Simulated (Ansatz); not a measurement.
Program: Ansatz. Geometries: PBE0-D4/def2-TZVP. ΔE: electronic, gas phase. CBS: MP2 limit from def2 TZ/QZ plus the TZ coupled-cluster correction, frozen cores. This one scheme is used for every species. DFT in def2-TZVPP. B3LYP here is the variant with VWN-RPA as its local correlation; programs differ in this. One conformer a species, not always the lowest.

Consider the ligand exchange at the Si–O bond: `CO[Si]1(F)CO1` + H–F → `F[Si]1(F)CO1` + CH₃OH.

```json
{"level": "PBE-D4", "ΔE (kJ/mol)": "-30.4", "difference from CCSD(T)/CBS": "-3.0"}
{"level": "PBE0-D4", "ΔE (kJ/mol)": "-28.7", "difference from CCSD(T)/CBS": "-1.3"}
{"level": "B3LYP-D4", "ΔE (kJ/mol)": "-28.9", "difference from CCSD(T)/CBS": "-1.5"}
{"level": "ωB97X-V", "ΔE (kJ/mol)": "-31.0", "difference from CCSD(T)/CBS": "-3.6"}
{"level": "r2SCAN", "ΔE (kJ/mol)": "-34.5", "difference from CCSD(T)/CBS": "-7.1"}
{"level": "HF/def2-QZVPP", "ΔE (kJ/mol)": "-37.7", "difference from CCSD(T)/CBS": "-10.3"}
{"level": "SCS-MP2/def2-QZVPP", "ΔE (kJ/mol)": "-29.5", "difference from CCSD(T)/CBS": "-2.1"}
{"level": "HF/CBS(def2)", "ΔE (kJ/mol)": "-37.8", "difference from CCSD(T)/CBS": "-10.4"}
{"level": "MP2/CBS(def2)", "ΔE (kJ/mol)": "-25.3", "difference from CCSD(T)/CBS": "2.1"}
{"level": "CCSD/CBS(def2)", "ΔE (kJ/mol)": "-28.8", "difference from CCSD(T)/CBS": "-1.4"}
{"level": "CCSD(T)/CBS", "ΔE (kJ/mol)": "-27.4", "difference from CCSD(T)/CBS": "0"}
```

Largest T1 diagnostic among the species: 0.013.

In def2-TZVPP, CCSD(T) changes the Hartree–Fock value by +8.2 kJ/mol (the triples alone add +1.4 kJ/mol) and MP2 by +10.2 kJ/mol. The D4 term adds +7.7 kJ/mol with B3LYP and +4.4 kJ/mol with PBE0; it sums over pairs of atoms, weighted by their polarisabilities, and B3LYP, whose exchange is more repulsive, gets the larger term.
